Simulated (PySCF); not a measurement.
# SMILES c1cc(S)c2c(c1)cn[nH]2, C$_{7}$H$_{6}$N$_{2}$S

Geometry:
| atom | x (Å) | y (Å) | z (Å) |
| --- | --- | --- | --- |
| S1 | -0.658 | 2.898 | -0.165 |
| C2 | 0.040 | 1.287 | 0.071 |
| C3 | 1.295 | 1.074 | 0.600 |
| C4 | 1.805 | -0.220 | 0.766 |
| C5 | 1.087 | -1.337 | 0.414 |
| C6 | -0.189 | -1.149 | -0.125 |
| C7 | -1.232 | -1.982 | -0.610 |
| N8 | -2.248 | -1.268 | -1.021 |
| N9 | -1.936 | 0.018 | -0.833 |
| C10 | -0.700 | 0.161 | -0.293 |
| H11 | 0.386 | 3.568 | 0.317 |
| H12 | 1.902 | 1.919 | 0.894 |
| H13 | 2.796 | -0.325 | 1.183 |
| H14 | 1.488 | -2.329 | 0.547 |
| H15 | -1.259 | -3.051 | -0.665 |
| H16 | -2.585 | 0.743 | -1.091 |

Method: GIAO KT1/3-21G magnetisability, non-relativistic, IEF-PCM acetonitrile in PySCF. Geometry: GFN2-xTB.

Task: What are the magnetisability and the molar susceptibility?

Result: Isotropic -1760 × 10⁻³⁰ J/T², or -106.0 × 10⁻⁶ cm³/mol; principal values -2759, -1275, -1246 × 10⁻³⁰ J/T², anisotropy 1499 × 10⁻³⁰ J/T² (root of half the summed squared differences of the principal values). The susceptibility is in cgs units.

Task: Split it along the inertial axes a, b, c into diamagnetic and paramagnetic parts about the centre of mass, with the quadrupole moment.

Result: 
```tsv
axis	χ (10⁻⁶ cm³/mol)	diamagnetic (10⁻⁶ cm³/mol)	paramagnetic (10⁻⁶ cm³/mol)	summed x² of all electrons (Å²)	quadrupole Θ (D Å)
a	-76.7	-764.7	688.0	245.0	+8.19
b	-75.1	-1102.6	1027.5	165.4	+5.08
c	-166.2	-1740.9	1574.8	14.9	-13.28
```
Anisotropies 2χaa − χbb − χcc = +87.8 and 2χbb − χaa − χcc = +92.7 × 10⁻⁶ cm³/mol. Θ is traceless in Buckingham's convention.
